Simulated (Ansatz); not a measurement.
A structure relaxed at PBE0-D4/def2-TZVP in Ansatz, charge 0, singlet:

```xyz
8

Li    1.867   -0.152    0.811
Li   -0.438   -2.098   -0.233
Li    1.053    2.275    2.459
Li   -2.366   -0.714   -1.788
Li   -0.511    0.651    0.346
Li    0.456   -0.474   -2.027
O    -0.902   -0.569   -0.934
O     0.842    1.081    1.365
```

Q: Give its formula.

A: the cluster Li₆O₂.

Q: Summarise the bond lengths by kind (pairs closer than 1.2 times the sum of covalent radii, bridged metal pairs left out).

A: 7 × Li–O 1.63 to 1.81 Å.

The restricted singlet is unstable towards broken spin symmetry at other levels; at PBE0-D4/def2-TZVP this wasn't settled. The structure comes from a short search, and lower isomers may exist.
